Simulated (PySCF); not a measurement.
Members of one series of related molecules.

All values: B3LYP/def2-SVPD (PySCF) at GFN2-xTB geometries, gas phase, one conformer each. Core orbitals are frozen in the response; Δα² is half the sum of the squared differences of the principal polarisabilities.

Problem. Rank by HOMO–LUMO gap, lowest first.
A. `C#C[C@]1(F)[SiH2][Si@H](F)[SiH2]1`
B. `F[C@H]1[SiH2][Si@H](F)[SiH2]1`
C. `O=C[C@]1(F)[SiH2][Si@H](F)[SiH2]1`

Solution. A (4.87 eV), C (5.15 eV), B (5.50 eV).

Problem. Rank by mean static polarisability, highest first.
A. `NC[C@]1(F)[SiH2][Si@H](F)[SiH2]1`
B. `F[SiH]1[SiH2]C(F)(F)[SiH2]1`
C. `O=C[C@]1(F)[SiH2][Si@H](F)[SiH2]1`
D. `C#C[C@]1(F)[SiH2][Si@H](F)[SiH2]1`

Solution. D (17.61 Å³), A (17.37 Å³), C (16.13 Å³), B (14.31 Å³).

All values together:

| SMILES | change | formula | μ (D) | HOMO (eV) | LUMO (eV) | α (Å³) | Δα (Å³) | electrons | α per electron (Å³) |
| --- | --- | --- | --- | --- | --- | --- | --- | --- | --- |
| F[C@H]1[SiH2][Si@H](F)[SiH2]1 | parent | CH6F2Si3 | 0.35 | -7.59 | -2.10 | 14.15 | 4.03 | 72 | 0.197 |
| NC[C@]1(F)[SiH2][Si@H](F)[SiH2]1 | H on C replaced by CH2NH2 | C2H9F2NSi3 | 2.31 | -7.04 | -1.78 | 17.37 | 5.36 | 88 | 0.197 |
| F[SiH]1[SiH2]C(F)(F)[SiH2]1 | H on C replaced by F | CH5F3Si3 | 1.68 | -7.41 | -2.35 | 14.31 | 4.18 | 80 | 0.179 |
| O=C[C@]1(F)[SiH2][Si@H](F)[SiH2]1 | H on C replaced by CHO | C2H6F2OSi3 | 2.46 | -7.44 | -2.29 | 16.13 | 3.62 | 86 | 0.188 |
| C#C[C@]1(F)[SiH2][Si@H](F)[SiH2]1 | H on C replaced by ethynyl | C3H6F2Si3 | 0.43 | -7.01 | -2.13 | 17.61 | 7.32 | 84 | 0.210 |

Conformers: `[F:1][C@H:2]1[SiH2:3][Si@H:4]([F:5])[SiH2:6]1` with F1–C2–Si3–Si4 105°, C2–Si3–Si4–F5 122°, Si3–Si4–Si6–C2 -9°, F1–C2–Si6–Si4 -105°; `[NH2:1][CH2:2][C@:3]1([F:4])[SiH2:5][Si@H:6]([F:7])[SiH2:8]1` with H–N1–C2–C3 -177° and 65°, N1–C2–C3–F4 -77°, C2–C3–Si5–Si6 -141°, C3–Si5–Si6–F7 125°, Si5–Si6–Si8–C3 -11°, C2–C3–Si8–Si6 145°; `[F:1][SiH:2]1[SiH2:3][C:4]([F:5])([F:6])[SiH2:7]1` with F1–Si2–Si3–C4 121°, Si2–Si3–C4–F5 -133°, Si3–C4–Si7–Si2 8°, F1–Si2–Si7–C4 -121°; `[O:1]=[CH:2][C@:3]1([F:4])[SiH2:5][Si@H:6]([F:7])[SiH2:8]1` with O1–C2–C3–F4 180°; `[CH:1]#[C:2][C@:3]1([F:4])[SiH2:5][Si@H:6]([F:7])[SiH2:8]1` with C2–C3–Si5–Si6 -146°, C3–Si5–Si6–F7 126°, Si5–Si6–Si8–C3 -13°, C2–C3–Si8–Si6 146°.

Problem. Give the shifts from the parent, `F[C@H]1[SiH2][Si@H](F)[SiH2]1`.

Solution. 
```tsv
SMILES	change in μ (D)	change in HOMO (eV)	change in LUMO (eV)	change in mean α (Å³)
NC[C@]1(F)[SiH2][Si@H](F)[SiH2]1	+1.96	+0.55	+0.32	+3.22
F[SiH]1[SiH2]C(F)(F)[SiH2]1	+1.33	+0.18	-0.25	+0.16
O=C[C@]1(F)[SiH2][Si@H](F)[SiH2]1	+2.11	+0.15	-0.19	+1.98
C#C[C@]1(F)[SiH2][Si@H](F)[SiH2]1	+0.08	+0.58	-0.03	+3.46
```
